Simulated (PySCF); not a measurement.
Computed Raman spectrum (relative Raman activity) of a molecule C₅H₇N. Geometry optimised at B3LYP-D3(BJ)/def2-SVP. One conformer was computed; it need not be the lowest. These are B3LYP-D3(BJ)/def2-SVP (PySCF 2.14.0) values and carry that method's errors. No scaling factor is applied to the harmonic values.

ν (cm⁻¹): 1019 (vw), 1382 (w), 1401 (w), 1453 (w), 1460 (w), 1598 (w), 3022 (vs), 3056 (m), 3085 (m), 3127 (m), 3140 (m), 3217 (m) (against the strongest line: vs over 80 %, s over 45 %, m over 15 %, w over 4 %, vw less)

Q: Identify the compound among the candidates.
A) NC1C=CC=C1
B) CC1=CC=NC1
C) CC1=CCN=C1
D) C=CN1C=CC1

A: C, CC1=CCN=C1
